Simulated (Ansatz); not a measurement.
Geometry optimisation, DFT PBE-D3(BJ), scalar-relativistic, plane waves, PAW (Ansatz 0.2.0).

input.yaml

```yaml
crystal:
  lattice:
    - [0.0, 5.43, 5.43]
    - [5.43, 0.0, 5.43]
    - [5.43, 5.43, 0.0]
  atoms:
    - { symbol: Si, position: [0.0, 0.0, 0.0] }
    - { symbol: Si, position: [0.125, 0.125, 0.125] }
    - { symbol: Si, position: [0.0, 0.0, 0.5] }
    - { symbol: Si, position: [0.125, 0.125, 0.625] }
    - { symbol: Si, position: [0.0, 0.5, 0.0] }
    - { symbol: Si, position: [0.125, 0.625, 0.125] }
    - { symbol: Si, position: [0.0, 0.5, 0.5] }
    - { symbol: Si, position: [0.125, 0.625, 0.625] }
    - { symbol: Si, position: [0.5, 0.0, 0.0] }
    - { symbol: Si, position: [0.625, 0.125, 0.125] }
    - { symbol: Si, position: [0.5, 0.0, 0.5] }
    - { symbol: Si, position: [0.625, 0.125, 0.625] }
    - { symbol: Si, position: [0.5, 0.5, 0.0] }
    - { symbol: Si, position: [0.625, 0.625, 0.125] }
    - { symbol: Si, position: [0.5, 0.5, 0.5] }
    - { symbol: Si, position: [0.625, 0.625, 0.625] }
    - { symbol: C, position: [0.76143091, 0.73339627, 0.75241008], spin: 1.0 }
magnetization:
  spin_polarized: true
basis:
  ecutwfc: 420.0
kpoints:
  mp_grid: { grid: [2, 2, 2] }
hamiltonian:
  xc: pbe
  dispersion: d3bj
  pseudopotentials: { kind: paw, azcp: { folder: soft_1 } }
scf:
  occupations: { method: gaussian, width: 0.05 }
  lower_state_search: "off"
relax:
  f_tol: 0.03
  max_steps: 60
  adjacent_minimum: "off"
```

Command:

```bash
$ ansatz run input.yaml --threads 2 --pin off --max-ram 5120MiB --backend cpu --events-out ev --progress --plain --runs-dir out
```

Task: Where does it end, and by what steps?

Result: The forces met the threshold. The force dipped under the threshold on the way, but the program's further checks kept it going. Limits of this set-up: coarse k mesh, a small cell, in which the defect meets its images. After 21 steps the energy has fallen by 1.576 eV; C17 moved furthest, 1.51 Å. Joined: Si7–C17 (2.64 → 1.77 Å).

| step | energy less start (eV) | largest force component (eV/Å) | accepted |
| --- | --- | --- | --- |
| 0 | 0.0000 | 0.537 | yes |
| 1 | -0.1120 | 0.313 | yes |
| 2 | -0.1940 | 0.196 | yes |
| 3 | -0.2407 | 0.255 | yes |
| 4 | -0.2796 | 0.232 | yes |
| 5 | -0.2924 | 0.365 | yes |
| 6 | -0.3409 | 0.377 | yes |
| 7 | -0.4397 | 0.709 | yes |
| 8 | -0.6046 | 0.722 | yes |
| 9 | -0.7203 | 1.586 | yes |
| 10 | -1.0336 | 1.790 | yes |
| 11 | -1.3017 | 0.826 | yes |
| 12 | -1.4447 | 0.486 | yes |
| 13 | -1.2174 | 2.426 | no |
| 14 | -1.5105 | 0.379 | yes |
| 15 | -1.5523 | 0.151 | yes |
| 16 | -1.5673 | 0.098 | yes |
| 17 | -1.5737 | 0.043 | yes |
| 18 | -1.5754 | 0.052 | yes |
| 19 | -1.5759 | 0.072 | yes |
| 20 | -1.5763 | 0.016 | yes |
| 21 | -1.5763 | 0.015 | yes |

```xyz
17
Lattice="0.0000 5.4300 5.4300 5.4300 0.0000 5.4300 5.4300 5.4300 0.0000" Properties=species:S:1:pos:R:3
Si 0.152 0.001 0.001
Si 1.470 1.296 1.436
Si 2.804 2.586 0.006
Si 3.868 4.297 1.135
Si 2.896 -0.052 2.714
Si 4.118 1.302 4.131
Si 4.816 2.837 2.597
Si 7.045 3.916 3.967
Si 0.115 2.688 2.745
Si 1.470 3.997 4.137
Si 2.804 5.426 2.847
Si 4.274 6.720 4.142
Si 2.896 2.719 5.485
Si 4.293 4.093 6.770
Si 5.725 5.411 5.451
Si 7.045 6.895 6.947
C 6.578 8.386 7.907
```

Run time: 2.6 min on 2 threads of Arm Neoverse V2, on a shared host, peak memory 0.69 GiB.
